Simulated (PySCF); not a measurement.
Species: C6H4N2.
Numbering: `[N:1]#[C:2][c:3]1[cH:4][cH:5][cH:6][cH:7][n:8]1` (hydrogens: H9 on C4; H10 on C5; H11 on C6; H12 on C7)

The same species was optimised twice, with GFN2-xTB and with PBE0-D3(BJ)/def2-SVP (PySCF), and the same property calculations (PySCF, gas phase) were run on both structures.

```csv
coordinate,GFN2-xTB,PBE0-D3(BJ)/def2-SVP,change
C2–C3 (Å),1.423,1.443,+0.020
N1≡C2 (Å),1.145,1.158,+0.013
C7–N8 (Å),1.317,1.326,+0.009
C6–C7 (Å),1.390,1.397,+0.007
C4–C5 (Å),1.385,1.391,+0.006
C5–C6 (Å),1.386,1.392,+0.006
C3–N8 (Å),1.331,1.335,+0.004
C3–C4 (Å),1.397,1.401,+0.004
N1–C2–C3 (°),177.6,178.3,+0.7
C2–C3–N8 (°),117.5,116.9,-0.6
C4–C3–N8 (°),123.3,123.8,+0.5
C3–N8–C7 (°),118.0,117.6,-0.4
C2–C3–C4 (°),119.2,119.4,+0.2
C4–C5–C6 (°),118.9,118.7,-0.2
C5–C6–C7 (°),118.4,118.6,+0.2
C3–C4–C5 (°),117.9,117.9,0.0
```

Rotational constants: A = 5924, B = 1623, C = 1274 MHz (GFN2-xTB) against A = 5862, B = 1598, C = 1256 MHz (PBE0-D3(BJ)/def2-SVP). Point groups within 0.08 Å: Cs and Cs.

On the GFN2-xTB structure: HOMO (eV) -8.24 [PBE0/pcSseg-1]; LUMO (eV) -2.01 [PBE0/pcSseg-1]; dipole (D) 5.75 [PBE0/pcSseg-1]; GIAO shielding of N1 (ppm) -46.6 [PBE0/pcSseg-1]; GIAO shielding of C2 (ppm) 64.0 [PBE0/pcSseg-1]; GIAO shielding of C3 (ppm) 46.9 [PBE0/pcSseg-1]; GIAO shielding of C4 (ppm) 49.9 [PBE0/pcSseg-1]; GIAO shielding of C5 (ppm) 44.5 [PBE0/pcSseg-1]; GIAO shielding of C6 (ppm) 56.2 [PBE0/pcSseg-1]; GIAO shielding of C7 (ppm) 30.7 [PBE0/pcSseg-1]; GIAO shielding of N8 (ppm) -99.9 [PBE0/pcSseg-1].

Q: What do these properties become on the PBE0-D3(BJ)/def2-SVP structure?

A: 
| property | level | on GFN2-xTB | on PBE0-D3(BJ)/def2-SVP | change |
| --- | --- | --- | --- | --- |
| HOMO (eV) | PBE0/pcSseg-1 | -8.24 | -8.23 | +0.01 |
| LUMO (eV) | PBE0/pcSseg-1 | -2.01 | -2.03 | -0.02 |
| dipole (D) | PBE0/pcSseg-1 | 5.75 | 5.83 | +0.08 |
| energy, GFN2-xTB geometry as zero (kcal/mol) | PBE0/pcSseg-1 | 0.0 | -0.3 | -0.3 |
| GIAO shielding of N1 (ppm) | PBE0/pcSseg-1 | -46.6 | -50.4 | -3.8 |
| GIAO shielding of C2 (ppm) | PBE0/pcSseg-1 | 64.0 | 61.6 | -2.4 |
| GIAO shielding of C3 (ppm) | PBE0/pcSseg-1 | 46.9 | 44.7 | -2.2 |
| GIAO shielding of C4 (ppm) | PBE0/pcSseg-1 | 49.9 | 49.2 | -0.7 |
| GIAO shielding of C5 (ppm) | PBE0/pcSseg-1 | 44.5 | 42.6 | -1.9 |
| GIAO shielding of C6 (ppm) | PBE0/pcSseg-1 | 56.2 | 53.7 | -2.5 |
| GIAO shielding of C7 (ppm) | PBE0/pcSseg-1 | 30.7 | 28.2 | -2.5 |
| GIAO shielding of N8 (ppm) | PBE0/pcSseg-1 | -99.9 | -102.7 | -2.8 |

The heavy atoms differ by 0.015 Å rms after alignment. Among bonds between heavy atoms C2–C3 changes most (+0.020 Å). Changes are differences of the printed values. Neither structure is proved a minimum here.
